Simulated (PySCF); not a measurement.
Compound: C4H4F3N.
SMILES: `N#C[C@@H](C)C(F)(F)F`

A PySCF run (density fitting, gas phase, GFN2-xTB geometry) gave HOMO -9.64 eV, LUMO -0.38 eV, dipole 3.68 D and E = -509.270 Eh.

Question: Which of these levels was it?
A. LC-wPBE/def2-SVPD
B. PBE0/6-311+G(2d,p)
C. PBE0/ANO-RCC-VDZP
D. OLYP/pcSseg-1
E. B3LYP/ANO-RCC-VDZP

Answer: E. It is B3LYP/ANO-RCC-VDZP. All candidates on this geometry:

```tsv
level and settings	kind	basis functions	SCF cycles	E (Eh)	HOMO (eV)	LUMO (eV)	dipole (D)
OLYP/pcSseg-1, grid level 3	GGA	156	16	-508.9190	-8.39	-0.54	3.49
B3LYP/ANO-RCC-VDZP	global hybrid	132	14	-509.2702	-9.64	-0.38	3.68
PBE0/6-311+G(2d,p), energy threshold 1e-08 Eh	global hybrid	240	10	-508.7405	-10.02	-0.22	3.75
PBE0/ANO-RCC-VDZP, energy threshold 1e-11 Eh	global hybrid	132	13	-508.7390	-9.96	-0.11	3.71
LC-wPBE/def2-SVPD, fitting basis def2-universal-jkfit, damping 0.3 at the start, DIIS from the seventh cycle	range-separated hybrid	201	13	-508.4620	-12.99	1.94	3.75
```

The nearest other candidate, by the summed differences of HOMO and LUMO, is PBE0/6-311+G(2d,p): its HOMO differs by -0.38 eV and its LUMO by +0.16 eV. Cycle counts include a coarse-grid stage where the run had one. All basis functions are spherical, in the Pople sets too. ANO-RCC sets were contracted for a scalar-relativistic Hamiltonian, but ran non-relativistically here.

Conformer computed: `[CH3:1][C@H:2]([C:3]#[N:4])[C:5]([F:6])([F:7])[F:8]`: C1–C2–C5–F6 59°.
